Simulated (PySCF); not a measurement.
**Finite-field polarisability of Ag (silver, neutral)**

[Kr] 4d10 5s1, 2S determinant. All numbers are calculated (PySCF 2.14, a scalar-relativistic core potential, in def2-TZVPPD with the def2 core potential (28 electrons) (6s4p3d2f1g, 56 functions)). Frozen: 4s2 4p6. Energy changes in a uniform field (μhartree):

```
axis  F (au)        HF       MP2      CCSD   CCSD(T)
   x  0.0016  -103.735   -52.764   -73.462   -70.198
   x  0.0032  -414.277  -211.845  -293.706  -280.737
```

**Question.** Derive α along x at CCSD(T) from the two fields.

**Answer.** With ΔE = −αF²/2 − γF⁴/24, α = −(16 ΔE(F) − ΔE(2F))/(6F²) = 54.85 bohr³.

**Question.** And the mean polarisability at each level?

**Answer.** HF 81.09, MP2 41.17, CCSD 57.40, CCSD(T) 54.85 bohr³. Reference: 55 ± 8 bohr³ (recommended; Schwerdtfeger and Nagle, table of static dipole polarizabilities (2023 update)).
